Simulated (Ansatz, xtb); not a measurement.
Spectroscopic constants of CoCl, multiplicity 3 (the spin of the measured ground state). No spin–orbit coupling. Co is treated without relativity.

Seven points along R, fitted to fifth degree in 1/R; most abundant isotopes. Runs in def2 and cc sets follow the lowest solution found near the PBE0 minimum.

The values were computed with Ansatz (Gaussian orbitals); xtb for the GFN methods.  The GFN methods have no spin term and hold the electronic entropy of 300 K.

```json
[
 {"level": "GFN1-xTB", "r_e (Å)": "2.004", "ω_e (cm⁻¹)": "473", "α_e (cm⁻¹)": "0.0014", "ω_e x_e (cm⁻¹)": "2.2", "D_e (eV)": "-", "dipole (D)": "-"},
 {"level": "SVWN5/def2-TZVPP", "r_e (Å)": "2.008", "ω_e (cm⁻¹)": "455", "α_e (cm⁻¹)": "0.0010", "ω_e x_e (cm⁻¹)": "1.6", "D_e (eV)": "4.72", "dipole (D)": "3.61"},
 {"level": "PBE/def2-TZVPP", "r_e (Å)": "2.067", "ω_e (cm⁻¹)": "417", "α_e (cm⁻¹)": "0.0010", "ω_e x_e (cm⁻¹)": "1.6", "D_e (eV)": "3.98", "dipole (D)": "4.05"},
 {"level": "r2SCAN/def2-TZVPP", "r_e (Å)": "2.071", "ω_e (cm⁻¹)": "421", "α_e (cm⁻¹)": "0.00098", "ω_e x_e (cm⁻¹)": "1.6", "D_e (eV)": "3.97", "dipole (D)": "4.53"},
 {"level": "B97M-V/def2-TZVPP", "r_e (Å)": "2.086", "ω_e (cm⁻¹)": "414", "α_e (cm⁻¹)": "0.00098", "ω_e x_e (cm⁻¹)": "1.6", "D_e (eV)": "3.83", "dipole (D)": "4.66"},
 {"level": "B3LYP/def2-TZVPP", "r_e (Å)": "2.106", "ω_e (cm⁻¹)": "400", "α_e (cm⁻¹)": "0.00096", "ω_e x_e (cm⁻¹)": "1.5", "D_e (eV)": "3.67", "dipole (D)": "4.83"},
 {"level": "PBE0/def2-TZVPP", "r_e (Å)": "2.093", "ω_e (cm⁻¹)": "408", "α_e (cm⁻¹)": "0.00096", "ω_e x_e (cm⁻¹)": "1.6", "D_e (eV)": "3.79", "dipole (D)": "5.06"},
 {"level": "BHLYP/def2-TZVPP", "r_e (Å)": "2.130", "ω_e (cm⁻¹)": "391", "α_e (cm⁻¹)": "0.00100", "ω_e x_e (cm⁻¹)": "1.6", "D_e (eV)": "3.00", "dipole (D)": "5.70"},
 {"level": "CAM-B3LYP/def2-TZVPP", "r_e (Å)": "2.097", "ω_e (cm⁻¹)": "411", "α_e (cm⁻¹)": "0.00093", "ω_e x_e (cm⁻¹)": "1.5", "D_e (eV)": "3.78", "dipole (D)": "5.15"},
 {"level": "wB97X-V/def2-TZVPP", "r_e (Å)": "2.101", "ω_e (cm⁻¹)": "409", "α_e (cm⁻¹)": "0.00093", "ω_e x_e (cm⁻¹)": "1.5", "D_e (eV)": "4.04", "dipole (D)": "5.42"},
 {"level": "wB97M-V/def2-TZVPP", "r_e (Å)": "2.102", "ω_e (cm⁻¹)": "409", "α_e (cm⁻¹)": "0.00094", "ω_e x_e (cm⁻¹)": "1.5", "D_e (eV)": "3.89", "dipole (D)": "5.26"}
]
```

D_e counts from each atom's lowest state at the same level, without counterpoise or zero-point energy.

Ansatz is an electronic-structure program.
